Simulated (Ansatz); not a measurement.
Ansatz (an electronic-structure program) input:

Ansatz 0.2 input:
```yaml
crystal:
  periodic: [false, false, false]
  atoms:
    - {symbol: Si, position_ang: [0.41023850, 0.12825546, -0.26301289]}
    - {symbol: O, position_ang: [1.68819414, -0.42509302, -0.91942544]}
    - {symbol: O, position_ang: [0.63649278, 0.83103320, 1.27061803]}
    - {symbol: O, position_ang: [-0.40441709, 1.32340226, -1.11038552]}
    - {symbol: N, position_ang: [-0.92601305, -1.00750849, 0.10934180]}
    - {symbol: H, position_ang: [1.53111117, 0.67068640, 1.54935362]}
    - {symbol: H, position_ang: [-1.12665866, 1.66237826, -0.58908342]}
    - {symbol: H, position_ang: [-1.21415525, -1.48157648, -0.73659665]}
    - {symbol: H, position_ang: [-0.61227674, -1.72833517, 0.74537744]}
basis:
  gaussian:
    orbitals: def2-TZVP
hamiltonian:
  xc: b3lyp
  dispersion: d3bj
total_charge: -1
relax: {f_tol: 0.002, max_steps: 150}
```

Question: What final total energy does it print?

Answer: -572.71613 Eh (B3LYP-D3(BJ)/def2-TZVP). The basis has 185 functions. The run takes about 90 core-seconds (a rough figure).

It need not be the lowest isomer of its formula. Whether it binds its extra electron was not tested at this geometry.
